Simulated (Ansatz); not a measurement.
System: sum formula H2SiO2F (charge 0, doublet). It need not be the lowest isomer of its formula. 
Coordinates optimised at B3LYP-D3(BJ)/def2-TZVP (Ansatz, a program for electronic structure):
```
Si
F 1 1.6015
O 1 1.6364 2 105.43
H 3 0.9619 1 117.75 2 -163.90
O 1 1.6456 2 111.16 3 -116.55
H 5 0.9617 1 118.47 2 -70.18
```
Charge 0, spin multiplicity 2.

Dipole moments at this geometry, in debye (magnitudes).

```json
[
 {"level": "SVWN5/def2-TZVPD", "program": "Ansatz", "dipole (D)": "2.44"},
 {"level": "BLYP/def2-TZVPD", "program": "Ansatz", "dipole (D)": "2.40"},
 {"level": "revPBE/def2-TZVPD", "program": "Ansatz", "dipole (D)": "2.36"},
 {"level": "B97M-V/def2-TZVPD", "program": "Ansatz", "dipole (D)": "2.43"},
 {"level": "B3LYP/def2-TZVPD", "program": "Ansatz", "dipole (D)": "2.51"},
 {"level": "PBE0/def2-TZVPD", "program": "Ansatz", "dipole (D)": "2.50"},
 {"level": "BHLYP/def2-TZVPD", "program": "Ansatz", "dipole (D)": "2.65"},
 {"level": "r2SCANh/def2-TZVPD", "program": "Ansatz", "dipole (D)": "2.49"},
 {"level": "HSE06/def2-TZVPD", "program": "Ansatz", "dipole (D)": "2.50"},
 {"level": "CAM-B3LYP/def2-TZVPD", "program": "Ansatz", "dipole (D)": "2.57"},
 {"level": "wB97M-V/def2-TZVPD", "program": "Ansatz", "dipole (D)": "2.52"},
 {"level": "wB97X-V/def2-TZVPD", "program": "Ansatz", "dipole (D)": "2.50"},
 {"level": "CCSD(T)/aug-cc-pV(D+d)Z", "program": "Ansatz", "dipole (D)": "2.52"}
]
```
